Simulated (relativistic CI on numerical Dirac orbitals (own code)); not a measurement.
Hyperfine structure of Pb2+, mass number 207

Method of calculation: Dirac-Coulomb-Breit CI, KLI orbitals optimised for each configuration, a model potential for QED, valence Slater integrals scaled by 0.85, P86 correlation energy added to each configuration (own radial code, finite nucleus).

Configurations in the expansion (outside the closed core [Xe] 4f14): 5d10.6s2, 5d10.6s.6p, 5d10.6s.6d, 5d10.6s.7s, 5d10.6s.7p, 5d9.6s2.6p, 5d10.6p.6d, 5d9.6s2.5f, 5d10.6s.5f, 5d10.6s.8s, 5d10.6s.7d, 5d10.6p2, 5d9.6p3, 5d9.5f.6p2, 5d10.6d2, 5d9.6p.6d2, 5d9.5f.6d2. Double excitations out of closed p, d and f shells are left out; levels of such configurations are missing from the list, as are those of other unlisted configurations, and high levels can miss mixing partners.

Nuclear spin I = 1/2, μ = 0.5906 μN (tables of Stone and Pyykkö). The electronic factors are computed for point nuclear moments, without core polarisation; leaving it out makes A of s and p electrons in near-neutral atoms 20 to 40 % too small, and it can dominate for d and f shells.

| Level | E (cm⁻¹) | A (MHz) |
| --- | --- | --- |
| 5d10.6s.6p 3P°_1 | 58048.6 | 36220 |
| 5d10.6s.6p 3P°_2 | 71690.3 | 19550 |
| 5d10.6s.6p 1P°_1 | 90712.2 | -8489 |
| 5d10.6s.7s 3S_1 | 144227.6 | 46200 |
| 5d10.6s.6d 1D_2 | 145587.0 | 2311 |
| 5d10.6p2 3P_1 | 151518.4 | -5533 |
| 5d10.6s.6d 3D_1 | 152484.1 | -15490 |
| 5d10.6s.6d 3D_2 | 152710.6 | 8635 |

Levels with J = 0, under 50 % of one LS term, or S terms without an open s electron are left out. Small factors come from cancelling terms and can be off by tens of per cent or more.

For a near-neutral ion this model can misplace configurations by up to about 10,000 cm⁻¹ (more where the count of f electrons changes) and terms by 10 to 25 % of their spread. Rates follow the energies as ν³ (E1, M1) or ν⁵ (E2), so they and the lifetimes can be off by large factors. The fine structure of a lone outer electron comes out too small, for d and f at times inverted, and misplaced configurations move strength between like terms. 33 of the 66 excited levels that our extract of the measured tables holds in this range could be paired (the sources list more); they are missed by 4449 cm⁻¹ on average and 7290 at most, and levels without a partner can miss by more.

(1) Give the hyperfine levels of 5d10.6s.6p 3P°_1 relative to its centre of gravity.

Results:

(1) With K = F(F + 1) − I(I + 1) − J(J + 1), E = AK/2: F = 1/2: -36220, F = 3/2: 18110 MHz.

LS names give the leading component of a level, which can be under half, so a name can repeat, a term be missing and a line seem to break the LS rules.
